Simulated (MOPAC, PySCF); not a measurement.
[Mo(Cl)4(OH)2], neutral singlet in the gas phase. 

Cartesian coordinates (Å):
```xyz
9

Mo     0.0952     0.1292     0.2247
Cl     0.0999    -0.5018    -2.0582
Cl     1.4738    -1.6648     0.7062
Cl     0.3424     0.7913     2.4196
Cl    -1.6813    -1.3892     0.5049
O      1.4131     1.2942    -0.3493
H      1.7703     1.3768    -1.2502
O     -1.2912     1.3503     0.0007
H     -2.2331     1.1581     0.1458
```
Charge 0, spin multiplicity 1.

All levels are single points at this geometry (r2SCAN-D4/def2-SVP); Pople sets use spherical d functions. Orbital energies aren't observables, and empty levels follow the basis.

BP86/6-31G* (LANL2DZ on Mo) in PySCF gives dipole (D) = 2.75.

### Question
Estimate the dipole (D) from each of these levels: PBE-D3(BJ)/def2-TZVP in PySCF; TPSSh-D3(BJ)/def2-TZVP in PySCF; B3LYP/6-311+G** (LANL2DZ on Mo) in PySCF; PBE/6-31G* (LANL2DZ on Mo) in PySCF; SVWN5/6-31G* (LANL2DZ on Mo) in PySCF; HF/6-31G* (LANL2DZ on Mo) in PySCF; AM1 in MOPAC; PM7 in MOPAC.

### Answer

```
level                                     dipole (D)
----------------------------------------  ----------
PBE-D3(BJ)/def2-TZVP in PySCF                   2.28
TPSSh-D3(BJ)/def2-TZVP in PySCF                 2.36
B3LYP/6-311+G** (LANL2DZ on Mo) in PySCF        2.21
PBE/6-31G* (LANL2DZ on Mo) in PySCF             2.76
SVWN5/6-31G* (LANL2DZ on Mo) in PySCF           2.67
HF/6-31G* (LANL2DZ on Mo) in PySCF              2.86
AM1 in MOPAC                                    3.59
PM7 in MOPAC                                    3.62
```
